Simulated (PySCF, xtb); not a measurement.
CH3ClFNSi2, SMILES F[Si@]1(Cl)N=C[SiH2]1.

Harmonic wavenumbers (cm⁻¹) from xtb 6.7.1 with GFN2-xTB at its own minimum, in rising order: 79, 108, 174, 186, 287, 344, 380, 459, 475, 533, 597, 698, 738, 761, 808, 824, 1217, 1592, 2249, 2253, 3006.

Question: What does PBE-D3(BJ)/def2-SVP run with PySCF give at its own minimum? (An estimate is asked for; the answer gives what the named calculation found.)

Answer: 83, 118, 205, 227, 271, 376, 446, 458, 545, 562, 630, 722, 737, 864, 884, 905, 1241, 1529, 2138, 2160, 2956. Paired by order, the mean absolute difference is 46 cm⁻¹ and the zero-point energies are 25.4 and 25.8 kcal/mol.
